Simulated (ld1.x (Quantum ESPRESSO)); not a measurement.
# Varying the TM semilocal potential for Pd

Base potential:

```json
{"Element": "Pd (Z = 46)", "Generator": "ld1.x (Quantum ESPRESSO) 7.5", "Type": "norm-conserving Troullier–Martins (semilocal form)", "Functional": "LDA (PZ)", "Relativity": "scalar-relativistic", "Frozen core": "[Ar] 3d10 4s2", "Valence charge": "16", "Reference configuration": "4p6 4d8 5s0 5p0 (charge +2)", "Partial waves": "5s (bound, empty): rc 2.45 bohr; 4p (bound): rc 1.20 bohr; 4d (bound): rc 1.55 bohr", "Local potential": "the d channel", "Core correction": "none"}
```

All-electron outer shells of the reference configuration (LDA (PZ), scalar-relativistic, ld1.x):

```csv
shell,level (eV),outermost node (bohr),outermost maximum (bohr)
4s,-110.55,0.45,0.85
4p,-76.23,0.46,0.90
4d,-27.58,0.45,1.07
5s,-20.58,1.13,2.27
5p,-14.22,1.26,2.71
```

Cutoffs, loose and tight: the cutoffs (Ry, on a coarse ladder) from which the occupation-weighted sum of valence levels, in a spherical-Bessel basis at the reference potential, stays within 10 and 1 mRy of its value at 400 Ry. They do not see the model core or the augmentation charge, which bear on the density cutoff. Test errors are all-electron minus pseudo excitation energies from the reference, over the configurations 4p6 4d10 5s0 5p0; 4p6 4d9 5s0 5p0; 4p6 4d7 5s0 5p0; 4p6 4d9.5 5s0 5p0; 4p5 4d10 5s0 5p0; 4p6 4d9 5s0 5p1; 4p6 4d6 5s0 5p0 (two spin-polarised tests are not counted in the largest error). A dash means not determined; rows that change the core or the reference have their own tests.

A semilocal file is local in each channel, so a ghost entry of none says nothing of the separable form that plane-wave codes build from it.

```csv
change,outcome,"cutoff, loose","cutoff, tight",bound ghosts,largest test error (meV)
base,generated,110 Ry,160 Ry,none,-33
"all radii scaled by about 0.87 (s 2.14, p 1.04, d 1.34 bohr)",generated,140 Ry,180 Ry,none,-26
"all radii scaled by about 1.08 (s 2.66, p 1.30, d 1.68 bohr)",generated,80 Ry,140 Ry,none,-44
"all radii scaled by about 1.16 (s 2.84, p 1.38, d 1.80 bohr)",generated,70 Ry,110 Ry,none,-56
"all radii scaled by about 1.37 (s 3.36, p 1.64, d 2.12 bohr)",generated,50 Ry,80 Ry,none,-108
```

**Question.** What comes out with this change to the base: all radii scaled by about 1.25 (s 3.06, p 1.50, d 1.94 bohr)?

**Answer.** outcome: generated; cutoff, loose: 60 Ry; cutoff, tight: 90 Ry; bound ghosts: none; largest test error (meV): -78.

**Question.** What comes out with this change to the base: all radii scaled by about 0.77 (s 1.88, p 0.92, d 1.18 bohr)?

**Answer.** outcome: generated; cutoff, loose: 160 Ry; cutoff, tight: 260 Ry; bound ghosts: none; largest test error (meV): -26.

Reading the sweep of the scale of all radii (base = 1) (base included, trends over the rows without a ghost): The loose cutoff falls from 160 Ry at 0.77 to 50 Ry at 1.37. A larger radius leaves more room for a smooth pseudo-wave, so fewer plane waves are needed; a smaller one forces it to follow the all-electron wave where it bends sharply. The median size of the test errors (rows with all tests solved) rises from 4.7 meV at 0.77 to 25.5 meV at 1.37. More of the atom is replaced by a form fitted at one configuration, so other configurations suffer as the radius grows.
